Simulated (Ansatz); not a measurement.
```yaml
crystal:
  periodic: [false, false, false]
  atoms:
    - {symbol: Li, position_ang: [-0.972856, -2.329701, -2.333004]}
    - {symbol: Cl, position_ang: [-1.528898, -2.675144, -0.002088]}
    - {symbol: Li, position_ang: [-0.975050, -2.332112, 2.329716]}
    - {symbol: Cl, position_ang: [-1.526513, 0.002076, -2.676476]}
    - {symbol: Li, position_ang: [-1.389331, 0.000631, -0.000659]}
    - {symbol: Cl, position_ang: [-1.528968, -0.000659, 2.675056]}
    - {symbol: Li, position_ang: [-0.970766, 2.333003, -2.330583]}
    - {symbol: Cl, position_ang: [-1.526449, 2.676545, 0.000704]}
    - {symbol: Li, position_ang: [-0.972876, 2.330632, 2.332144]}
    - {symbol: Cl, position_ang: [1.382801, -2.522880, -2.524237]}
    - {symbol: Li, position_ang: [1.155348, -2.485558, -0.000787]}
    - {symbol: Cl, position_ang: [1.380436, -2.525410, 2.522837]}
    - {symbol: Li, position_ang: [1.157638, 0.000702, -2.484516]}
    - {symbol: Cl, position_ang: [1.234624, -0.000573, 0.000532]}
    - {symbol: Li, position_ang: [1.155353, -0.001776, 2.485519]}
    - {symbol: Cl, position_ang: [1.385072, 2.524126, -2.521550]}
    - {symbol: Li, position_ang: [1.157628, 2.484484, 0.001863]}
    - {symbol: Cl, position_ang: [1.382786, 2.521603, 2.525519]}
basis:
  gaussian: {orbitals: def2-mTZVPP, final_grid: {core_spheres: 8, valence_spheres: 7, degree: 23}}
total_charge: -1
magnetization: {spin_polarized: false, initial_magnetization: 1}
hamiltonian: {xc: {name: B3LYP5}}
```

```sh
$ ansatz run in.yaml --threads 4 --pin off --events-out ev --progress --plain --max-ram 9574MiB
```

Shortened log:

```
Functional definition: B3LYP5
3510 factors; integrals over basis functions are off by at most 2.9e-4 eV
mean field evaluation 1: about -114565.1059 eV, gradient 3.3e1 eV
mean field evaluation 2: about -114565.1774 eV, gradient 3.3e1 eV
mean field evaluation 4: about -114568.5454 eV, gradient 2.0e0 eV
mean field evaluation 8: about -114568.5644 eV, gradient 1.1e-1 eV
mean field evaluation 16: about -114568.5645 eV, gradient 2.6e-4 eV
mean field evaluation 32: about -114520.7494 eV, gradient 6.1e1 eV
mean field evaluation 64: about -114568.5586 eV, gradient 5.1e-1 eV
mean field evaluation 96: about -114568.3854 eV, gradient 2.5e0 eV
mean field evaluation 128: about -114568.2035 eV, gradient 6.9e-5 eV
mean field -114568.56453227 eV, -4210.3170891987 hartree, gradient 1.3e-5 eV, S^2 0.750000; 12 other end points of the search recorded, 0 dependent functions left out
reference -114568.56484068 eV, -4210.3171005326 hartree; 91, 90 occupied and 251, 252 virtual orbitals, 3510 factors
Total energy: -114568.56484068 eV, -4210.3171005326 hartree
```

It took 5.1 min on 4 threads of Arm Neoverse V1 on a shared host, peak host memory 3.5 GiB.

The highest occupied level of an anion often lies above zero with these methods, and sets without diffuse functions describe the outer electron poorly.

With spin_polarized false and unpaired electrons the run is restricted open-shell.
